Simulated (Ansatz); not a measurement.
Two structures of SiNH5O3, singlet, reached by relaxing down either side of one saddle point (PBE0-D4/def2-TZVP). Energies are electronic, without zero-point energy. Computed with Ansatz 0.2.0 (basis: def2-TZVPP and def2-QZVPP); correlated methods freeze the cores. Extrapolation: Hartree–Fock as exp(−7.88 √X), correlation as X^−2.97. First:

```csv
atom,x (Å),y (Å),z (Å)
Si1,-0.1860,-0.0414,0.0513
N2,1.5037,0.1169,0.0391
O3,-0.7034,-0.3368,-1.4784
H4,-0.2135,-1.0031,-1.9623
O5,-1.0906,1.2468,0.5132
O6,-0.4507,-1.2319,1.1390
H7,2.0221,-0.0227,0.8902
H8,1.9626,0.7664,-0.5767
H9,-1.5421,1.7104,-0.1932
H10,-1.3019,-1.2047,1.5777
```

Second:

Si1  (-0.675, -0.143, -0.002)
N2  (1.219, -0.014, -0.365)
O3  (-1.270, -1.057, -1.071)
H4  (1.349, 0.358, -1.301)
O5  (-0.935, 1.482, 0.034)
O6  (-0.498, -0.599, 1.570)
H7  (1.624, -0.944, -0.333)
H8  (1.703, 0.583, 0.300)
H9  (-1.595, 1.769, -0.599)
H10  (-0.923, -1.435, 1.768)
(Å)

**Question.** Which bonds change from the first to the second?

**Answer.** SiNH₅O₃ ([NH2][Si]([OH])([OH])[OH]) → SiH₂O₃ ([O][Si]([OH])[OH]) + NH₃ (still joined by a long Si–N bond); bonds formed: N2–H4; bonds broken: O3–H4; bonds weakened to dative contacts: Si1–N2.

**Question.** Give the saddle point's structure and its height above each. (An estimate is asked for; the value comes from the calculation.)

**Answer.** The calculation gives: 41.74 kcal/mol above the first and 15.53 kcal/mol above the second (CCSD(T) at an estimated basis limit (MP2 extrapolated from triple and quadruple zeta, plus CCSD(T) − MP2 in triple zeta)).
| atom | x (Å) | y (Å) | z (Å) |
| --- | --- | --- | --- |
| Si1 | -0.5065 | -0.1831 | -0.0116 |
| N2 | 1.3082 | 0.0228 | -0.3349 |
| O3 | -0.6222 | -0.6628 | -1.5038 |
| H4 | 0.7234 | -0.3865 | -1.3300 |
| O5 | -1.1807 | 1.2320 | 0.4622 |
| O6 | -0.6573 | -1.2098 | 1.2429 |
| H7 | 1.9531 | -0.6168 | 0.1107 |
| H8 | 1.7081 | 0.9501 | -0.3841 |
| H9 | -1.5727 | 1.7425 | -0.2490 |
| H10 | -1.1531 | -0.8884 | 1.9974 |

The T1 diagnostic stays at or below 0.013.

Labels in which every atom is bracketed show which atoms are joined, not bond orders.

For scale, one of the runs: CCSD(T)/def2-TZVPP, 236 basis functions, launched by `ansatz run in.yaml --threads 4 --pin off --events-out ev --progress --plain --max-ram 9574MiB`. Time: 2.1 min of wall clock on 4 CPU threads of an Arm Neoverse V2; the host was shared. Peak host memory: 4.5 GiB.
